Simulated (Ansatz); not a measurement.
Worked example: vertical ionisation energy of B3H3O3 (SMILES B1OBOBO1)

B3H3O3: 9 atoms, total charge 0, spin state singlet. SMILES: `B1OBOBO1`. The coordinates come from a PBE0-D4/def2-TZVP relaxation. This is one conformer, not always the lowest.

Both states at this one shape; open shells run unrestricted unless said. 1 Eh = 27.2114 eV.

| level | program | singlet B3H3O3 (Eh) | doublet [B3H3O3]+ (Eh) |
| --- | --- | --- | --- |
| PBE0/6-31G* (spherical functions) | Ansatz | -301.955910 | -301.522449 |
| MP2/6-31G* (spherical functions), 6 core orbitals frozen | Ansatz | -301.426036 | -300.951715 |
| BCCD(T)/6-31G* (spherical functions), 6 core orbitals frozen | Ansatz | -301.475192 | -301.031962 |

Task: Work out the vertical ionisation energy at each level.

Result: 
1. PBE0/6-31G* (spherical functions): -301.522449 − (-301.955910) = 0.433461 Eh = 11.80 eV.
2. MP2/6-31G* (spherical functions): -300.951715 − (-301.426036) = 0.474321 Eh = 12.91 eV.
3. BCCD(T)/6-31G* (spherical functions): -301.031962 − (-301.475192) = 0.443230 Eh = 12.06 eV.

No measured value is set beside it here; the levels span 11.80 to 12.91 eV.
